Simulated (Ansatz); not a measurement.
`C#C[SeH]`, 5 atoms. Total charge 0; spin multiplicity 1. Correlated methods include outer-core shells of Se, which these sets cover unevenly. Scalar relativity is left out up to krypton. All runs use 2 threads of an AMD EPYC 7B13 on a shared host. Correlated methods freeze the cores. Open-shell runs search over several starts.

Give the basis size and wall time and peak host memory of each of these runs in Ansatz. RKS ωB97M-V/def2-QZVPP energy; UKS B3LYP-D4/def2-TZVPP energy of the cation; RKS PBE0-D4/def2-TZVP relaxation (4 steps); UHF-MP2/def2-QZVPP energy of the cation; RKS PBE0-D4/def2-QZVPP energy; UKS r2SCAN-D4/def2-TZVPP energy of the cation; RKS r2SCAN-D4/def2-TZVPP energy and forces; RKS ωB97M-V/def2-TZVPP energy and forces; RHF-MP2/def2-QZVPP energy; direct RPA on PBE orbitals/def2-TZVPP energy; RKS CAM-B3LYP-D4/def2-TZVPP energy; UKS ωB97M-V/def2-TZVPP energy of the cation. (Estimate.)

Computed: Other jobs shared the machine, so times are rough.

```csv
level,job,functions,wall time,peak host memory (GiB)
RKS CAM-B3LYP-D4/def2-TZVPP,energy,138,2 s,0.33
direct RPA on PBE orbitals/def2-TZVPP,energy,138,2.4 s,0.33
RKS r2SCAN-D4/def2-TZVPP,energy and forces,138,2.8 s,0.17
UKS B3LYP-D4/def2-TZVPP,energy of the cation,138,3.7 s,0.33
RKS PBE0-D4/def2-QZVPP,energy,263,4 s,0.62
RKS ωB97M-V/def2-TZVPP,energy and forces,138,5.5 s,0.33
UKS r2SCAN-D4/def2-TZVPP,energy of the cation,138,6 s,0.33
RHF-MP2/def2-QZVPP,energy,263,8 s,0.74
RKS PBE0-D4/def2-TZVP,relaxation (4 steps),122,9 s,0.24
UKS ωB97M-V/def2-TZVPP,energy of the cation,138,9.5 s,0.46
RKS ωB97M-V/def2-QZVPP,energy,263,9.5 s,0.74
UHF-MP2/def2-QZVPP,energy of the cation,263,28 s,0.87
```

B3LYP here is the variant with VWN-RPA as its local correlation; programs differ in this.
